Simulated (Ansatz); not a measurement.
Consider the ligand exchange at a B–C bond: `BC=NB` + `C=CNC` → `BN(C)C=C` + `BN=C`.

Program: Ansatz. Geometries: PBE0-D4/def2-TZVP. ΔE: electronic, gas phase. CBS: MP2 limit from def2 TZ/QZ plus the TZ coupled-cluster correction, frozen cores. Functionals use def2-TZVPP. B3LYP here is the variant with VWN-RPA as its local correlation; programs differ in this. Each species was taken in one conformer, which may not be the lowest.

`BC=NB`:

```xyz
9

B     1.569   -0.613    0.580
C     0.311   -0.743   -0.335
N    -0.608    0.117   -0.313
B    -1.571    1.050   -0.267
H     2.421   -1.449    0.552
H     1.655    0.333    1.301
H     0.191   -1.590   -1.022
H    -2.473    0.904    0.507
H    -1.494    1.990   -1.005
```

`C=CNC`:

Z-matrix (Å, degrees):
```
C
N 1 1.442
H 1 1.092 2 109.3
H 1 1.099 2 113.8 3 -120.7
H 1 1.091 2 109.7 3 117.7
C 2 1.375 1 119.3 3 50.6
H 2 1.009 1 114.4 3 -169.0
C 6 1.334 2 127.0 1 151.7
H 6 1.088 2 113.2 1 -31.2
H 8 1.085 6 122.1 2 -3.4
H 8 1.081 6 120.2 2 175.0
```

`BN(C)C=C`:

Cartesian coordinates in Å:
```
B 0.045 1.757 -0.713
N 0.063 0.487 -0.125
C 0.820 0.202 1.076
C -0.654 -0.575 -0.676
C -0.710 -1.818 -0.205
H -0.602 1.918 -1.704
H 0.675 2.637 -0.207
H 1.563 -0.579 0.890
H 0.159 -0.144 1.877
H 1.328 1.107 1.400
H -1.198 -0.297 -1.571
H -0.185 -2.140 0.684
H -1.305 -2.555 -0.725
```

`BN=C`:

```xyz
7

B     0.980   -0.130   -0.848
N    -0.036    0.005    0.031
C    -0.970    0.129    0.839
H     1.556    0.853   -1.214
H     1.269   -1.228   -1.228
H    -0.799    0.096    1.918
H    -2.000    0.275    0.501
```

```
             level  ΔE (eV)
           PBE0-D4    -1.56
      CAM-B3LYP-D4    -1.60
            revPBE    -1.42
             B3LYP    -1.51
RPA@PBE/def2-TZVPP    -1.62
  CCSD(T)/def2-SVP    -1.72
     HF/def2-QZVPP    -1.50
SCS-MP2/def2-QZVPP    -1.64
```

(1) What does CCSD(T)/CBS give? (An estimate is asked.)

Largest T1 diagnostic among the species: 0.017.

Answers

(1) Computed: -1.63 eV. The listed levels differ from it by 0.07, 0.03, 0.21, 0.12, 0.01, -0.09, 0.13, -0.01 eV.

From BLYP to BHLYP (50 % exact exchange), in def2-TZVPP and without D4, ΔE moves by −0.09 eV. The D4 term adds −0.05 eV with B3LYP and −0.03 eV with PBE0; it sums over pairs of atoms, weighted by their polarisabilities, and B3LYP, whose exchange is more repulsive, gets the larger term. At CCSD(T), def2-SVP lies −0.09 eV from the extrapolated value and def2-TZVPP −0.02 eV.
